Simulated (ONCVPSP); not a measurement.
## Reading a pseudo-wave (lutetium (Lu))

Columns: radius, all-electron u(r) and pseudo u(r) of the 4f shell (level -16.98 eV) of lutetium in the configuration [Kr] 4d10 4f13 5s2 5p6 5d2 6s2; LDA (Perdew-Zunger), scalar-relativistic, ONCV scheme, ONCVPSP 4.0.1.

```
r (bohr)  all-electron  pseudo
   0.145        0.3250  0.0288
   0.290        0.9695  0.3308
   0.435        1.2128  0.9591
   0.580        1.1596  1.3927
   0.725        1.0030  1.2942
   0.870        0.8323  0.9488
   1.015        0.6783  0.6925
   1.160        0.5486  0.5484
   1.305        0.4426  0.4424
   1.450        0.3571  0.3570
   1.595        0.2886  0.2885
   1.740        0.2339  0.2338
   1.885        0.1900  0.1899
   2.030        0.1548  0.1547
   2.175        0.1265  0.1264
   2.320        0.1036  0.1036
   2.465        0.0851  0.0851
   2.610        0.0701  0.0701
   2.755        0.0579  0.0579
   2.900        0.0479  0.0479
   3.045        0.0397  0.0397
   3.190        0.0330  0.0330
   3.335        0.0274  0.0274
   3.480        0.0229  0.0228
   3.625        0.0191  0.0191
   3.770        0.0159  0.0159
```

(1) How many radial nodes do the two functions have?

(2) At about which radius was the pseudo-wave matched?

(3) Where does each function peak?

(4) Is the pseudo-wave norm-conserving?

Results:

(1) The all-electron 4f function has n − l − 1 = 0; the pseudo-wave has 0.

(2) 1.20 bohr, where the columns begin to agree (steps of 0.14 bohr).

(3) Outermost all-electron maximum near 0.43 bohr, pseudo maximum near 0.58 bohr (to the table’s step).

(4) Yes: the ONCV scheme keeps the norm inside the radius equal to the all-electron one, which fixes the energy derivative of the logarithmic derivative at the level.
